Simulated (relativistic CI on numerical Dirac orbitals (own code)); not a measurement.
Line list: Electric-dipole lines, Rh¹⁵⁺

Method of calculation: Dirac-Coulomb-Breit CI, KLI orbitals optimised for each configuration, QED by a radiative potential, unscaled Slater integrals (own radial code, finite nucleus).

Configuration list (outside the closed core [Ar] 3d10): 4s2, 4s 4p, 4p2, 4s 4d, 4d2, 4s 4f, 4p 4d, 4f2, 4p 4f, 4s 5s, 4s 5p, 4d 4f, 4s 5d, 4s 5f, 4s 5g, 4s 6s. Levels of other configurations are missing.

| λ vac (nm) | Lower | Upper | A (s⁻¹) | log gf | S velocity/length |
| --- | --- | --- | --- | --- | --- |
| 13.485 | 4s 4f 3F°_2 [27] | 4s 5g 3G_3 [66] | 3.30e+11 | 0.80 | 0.94 |
| 13.490 | 4s 4f 3F°_3 [28] | 4s 5g 3G_4 [67] | 3.37e+11 | 0.92 | 0.94 |
| 13.499 | 4s 4f 3F°_4 [29] | 4s 5g 3G_5 [68] | 3.60e+11 | 1.03 | 0.94 |
| 14.320 | 4s 4f 1F°_3 [30] | 4s 5g 1G_4 [70] | 3.21e+11 | 0.95 | 0.93 |
| 18.737 | 4p 4d 1F°_3 [25] | 4p 4f 1G_4 [57] | 1.56e+11 | 0.87 | 0.98 |
| 19.157 | 4s 4p 3P°_1 [3] | 4s 4d 3D_2 [12] | 6.64e+10 | 0.26 | 0.99 |
| 19.338 | 4p2 1D_2 [8] | 4p 4d 3D°_3 [23] | 8.35e+10 | 0.52 | 0.99 |
| 19.343 | 4p2 3P_0 [6] | 4p 4d 3D°_1 [19] | 9.88e+10 | 0.22 | 0.99 |
| 19.345 | 4p 4d 3F°_3 [16] | 4p 4f 3G_4 [44] | 5.73e+10 | 0.46 | 0.99 |
| 19.902 | 4p 4d 3F°_4 [18] | 4p 4f 3G_5 [45] | 7.39e+10 | 0.68 | 0.98 |
| 19.932 | 4p2 3P_2 [9] | 4p 4d 1F°_3 [25] | 7.64e+10 | 0.50 | 0.98 |
| 19.977 | 4p 4d 3D°_1 [19] | 4d2 3F_2 [46] | 1.33e+11 | 0.60 | 1.01 |
| 19.990 | 4p2 3P_1 [7] | 4p 4d 1D°_2 [20] | 5.88e+10 | 0.25 | 0.99 |
| 20.371 | 4s 4p 3P°_2 [4] | 4s 4d 3D_3 [13] | 7.57e+10 | 0.52 | 0.98 |
| 20.388 | 4s 4d 3D_1 [11] | 4s 4f 3F°_2 [27] | 8.39e+10 | 0.42 | 1.00 |
| 20.431 | 4p 4d 3D°_3 [23] | 4p 4f 3F_4 [54] | 1.56e+11 | 0.94 | 1.01 |
| 20.466 | 4p 4d 1D°_2 [20] | 4p 4f 3D_3 [48] | 9.52e+10 | 0.62 | 1.00 |
| 20.498 | 4s 4d 3D_2 [12] | 4s 4f 3F°_3 [28] | 8.81e+10 | 0.59 | 1.00 |
| 20.600 | 4p 4d 3D°_2 [24] | 4p 4f 3F_3 [53] | 1.05e+11 | 0.67 | 1.01 |
| 20.691 | 4s 4d 3D_3 [13] | 4s 4f 3F°_4 [29] | 9.83e+10 | 0.75 | 1.00 |
| 20.830 | 4p 4d 1P°_1 [26] | 4p 4f 1D_2 [56] | 1.17e+11 | 0.58 | 1.02 |
| 20.977 | 4s 4d 1D_2 [14] | 4s 4f 1F°_3 [30] | 1.41e+11 | 0.81 | 0.99 |
| 21.276 | 4s 4p 1P°_1 [5] | 4s 4d 1D_2 [14] | 1.11e+11 | 0.58 | 0.98 |
| 21.515 | 4p 4f 3F_4 [54] | 4d 4f 3G°_5 [83] | 1.52e+11 | 1.07 | 1.06 |
| 22.365 | 4d 4f 3G°_5 [83] | 4f2 3H_6 [94] | 1.08e+11 | 1.02 | 1.12 |
| 22.453 | 4p 4f 1G_4 [57] | 4d 4f 1H°_5 [90] | 1.72e+11 | 1.16 | 1.16 |
| 23.779 | 4d 4f 1H°_5 [90] | 4f2 1I_6 [100] | 1.12e+11 | 1.09 | 1.28 |
| 27.416 | 4s2 1S_0 [1] | 4s 4p 1P°_1 [5] | 4.19e+10 | 0.15 | 0.98 |
| 27.523 | 4s 4f 1F°_3 [30] | 4p 4f 1G_4 [57] | 4.45e+10 | 0.66 | 1.13 |
| 28.318 | 4s 4p 3P°_2 [4] | 4p2 3P_2 [9] | 2.09e+10 | 0.10 | 0.98 |

Terms are leading LS components. Brackets give the number of a level in order of energy, since labels repeat. The list gives strong lines, with weight on those to low levels. Levels whose partners in the same complex of configurations lie outside the list can be far off, and so can their lines. Rates are taken at the computed energies, electric ones in the length gauge. A velocity-to-length ratio far from 1 marks an uncertain rate.

At this charge energies of transitions that change n are usually good to better than 1 %, and those within a shell (Δn = 0) to a few per cent.

LS names give the leading component of a level, which can be under half, so a name can repeat, a term be missing and a line seem to break the LS rules.
